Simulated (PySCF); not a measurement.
CH7ClSi2 (SMILES [SiH3]C[SiH2]Cl), singlet, at a GFN2-xTB geometry. Base run: PBE0/6-31G (PySCF).

The PySCF input:
```python
from pyscf import gto, scf, dft, solvent

mol = gto.Mole()
mol.atom = '''
    Si   -2.13817092   -0.17200780   -0.17448338
    C    -0.52500369   -1.10104477   -0.58321748
    Si    1.00365869   -0.60149316    0.42052471
    Cl    1.45751809    1.32582424    0.02739657
    H    -1.97520985    1.25933847   -0.42278547
    H    -2.47976387   -0.40452065    1.23086803
    H    -3.20726069   -0.69714796   -1.02924080
    H    -0.31151928   -0.96976668   -1.64523740
    H    -0.69402488   -2.16854412   -0.44149243
    H     0.75696625   -0.71744811    1.85616039
    H     2.16619837   -1.40564084    0.04071226
'''
mol.basis = '6-31g'
mol.verbose = 4
mol.build()

mf = dft.RKS(mol)
mf.xc = 'pbe0'
mf.kernel()
mf.analyze()
```

The base run was repeated with changes; each row names its change, and settings that it needs were set with it.

```
change                                                  ΔE vs base (kcal/mol)  dipole (D)  HOMO-LUMO gap (eV)
------------------------------------------------------  ---------------------  ----------  ------------------
base                                                                    0.000        2.65                8.94
model = C-PCM; solvent = toluene                                        -1.56        3.04                9.01
model = IEF-PCM; solvent = toluene; lebedev_order = 41                  -1.33        2.98                9.00
model = IEF-PCM; solvent = toluene; vdw_scale = 1.1                     -1.75        3.03                9.01
model = IEF-PCM; solvent = chloroform                                   -2.02        3.16                9.02
model = COSMO; solvent = toluene                                        -1.27        2.97                9.00
model = IEF-PCM; solvent = toluene; vdw_scale = 1.4                     -0.83        2.89                8.98
model = IEF-PCM; solvent = dimethylsulfoxide                            -2.82        3.39                9.04
model = IEF-PCM; solvent = toluene; lebedev_order = 11                  -1.33        2.98                9.00
model = IEF-PCM; solvent = acetonitrile                                 -2.79        3.38                9.04
model = IEF-PCM; solvent = toluene; vdw_scale = 1.0                     -2.41        3.08                9.02
model = IEF-PCM; solvent = dichloromethane                              -2.42        3.27                9.03
```

The base is the gas phase, so ΔE is the electrostatic part of solvation at a fixed geometry, without cavity and dispersion terms.
